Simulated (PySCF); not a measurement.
C4H12BNO (SMILES CB(O)NC(C)C), singlet, at a GFN2-xTB geometry, atoms displaced at random by about 0.03 Å a coordinate; HF/STO-3G, gradient (PySCF).

The PySCF input:
```python
from pyscf import gto, scf

mol = gto.Mole()
mol.atom = '''
    B    -0.306959    0.883645    1.064114
    C    -0.249912   -0.150639    2.219979
    H     0.858547   -0.602106    2.342529
    H    -0.902313   -0.943433    2.125137
    H    -0.385096    0.351985    3.207857
    N    -0.098059    0.402098   -0.280274
    C     0.282409   -0.838346   -0.771077
    C    -0.864266   -1.334507   -1.752506
    C     1.566826   -0.822126   -1.479913
    H    -0.132246    1.237154   -0.987436
    H     0.270326   -1.524513    0.075617
    H    -0.663513   -2.301296   -2.086101
    H    -1.860633   -1.293674   -1.210402
    H    -0.880467   -0.696410   -2.646985
    H     1.853966   -1.873629   -1.770752
    H     1.582135   -0.164403   -2.342594
    H     2.400530   -0.528136   -0.797850
    O    -0.576570    2.215922    1.166569
    H    -0.681872    2.456830    2.084155
'''
mol.basis = 'sto-3g'
mol.charge = 0
mol.spin = 0
mol.verbose = 4
mol.build()

mf = scf.RHF(mol)
mf.conv_tol = 1e-4
mf.kernel()
g = mf.nuc_grad_method()
grad = g.kernel()
```

Output, abridged:

```
PySCF version 2.14.0

[INPUT] verbose = 4
[INPUT] num. atoms = 19
[INPUT] num. electrons = 56
[INPUT] charge = 0
[INPUT] spin (= nelec alpha-beta = 2S) = 0
[INPUT] symmetry False subgroup None
[INPUT] Mole.unit = angstrom
[INPUT] Symbol           X                Y                Z      unit          X                Y                Z       unit  Magmom
[...]
nuclear repulsion = 308.182702004711
number of shells = 33
number of NR pGTOs = 141
number of NR cGTOs = 47
basis = sto-3g
ecp = {}

******** <class 'pyscf.scf.hf.RHF'> ********
method = RHF
initial guess = minao
damping factor = 0
level_shift factor = 0
DIIS = <class 'pyscf.scf.diis.CDIIS'>
diis_start_cycle = 1
diis_space = 8
diis_damp = 0
SCF conv_tol = 0.0001
SCF conv_tol_grad = None
SCF max_cycles = 50
direct_scf = True
direct_scf_tol = 1e-13
Set gradient conv threshold to 0.01
Initial guess from minao.
init E= -309.90126325442
[...]
cycle= 1 E= -308.553761315508  delta_E= 1.35  |g|= 0.504  |ddm|= 5.08
[...]
cycle= 2 E= -308.642579988652  delta_E= -0.0888  |g|= 0.136  |ddm|= 0.845
[...]
cycle= 3 E= -308.648614698372  delta_E= -0.00603  |g|= 0.0315  |ddm|= 0.199
[...]
cycle= 4 E= -308.649042865108  delta_E= -0.000428  |g|= 0.00347  |ddm|= 0.0631
[...]
cycle= 5 E= -308.649050183086  delta_E= -7.32e-06  |g|= 0.00118  |ddm|= 0.00742
[...]
Extra cycle  E= -308.649051004756  delta_E= -8.22e-07  |g|= 0.000452  |ddm|= 0.00214
converged SCF energy = -308.649051004756

******** <class 'pyscf.grad.rhf.Gradients'> for <class 'pyscf.scf.hf.RHF'> ********
unit = Eh/Bohr
--------------- RHF gradients ---------------
         x                y                z
0 B    -0.0043062410     0.0198667815     0.0582059034
1 C    -0.1178069520    -0.0252565582    -0.0720781284
2 H     0.0735192425    -0.0261689189     0.0166108985
3 H     0.0357191342     0.0402572373     0.0040903968
4 H     0.0081153475     0.0154509950     0.0212664801
5 N     0.0257566228    -0.1690650361    -0.0294025537
6 C     0.0754401452     0.0642373935     0.0210397493
7 C     0.0189245685    -0.0451282690    -0.0291461794
8 C    -0.1023556616     0.0426391930     0.0054623245
9 H    -0.0045000494     0.0615836017    -0.0326868682
10 H    -0.0099940779     0.0035921728     0.0022175182
11 H    -0.0043082883     0.0444220604     0.0101351937
12 H    -0.0348700929     0.0022269316     0.0235288145
13 H     0.0053406817     0.0022131908    -0.0124934139
14 H     0.0129403877    -0.0331771063     0.0026053802
15 H     0.0030113617     0.0021651515     0.0012408065
16 H     0.0206934154    -0.0025872719     0.0145590148
17 O    -0.0070052418     0.0141342129     0.0296522250
18 H     0.0056856976    -0.0114057618    -0.0348075618
----------------------------------------------
```
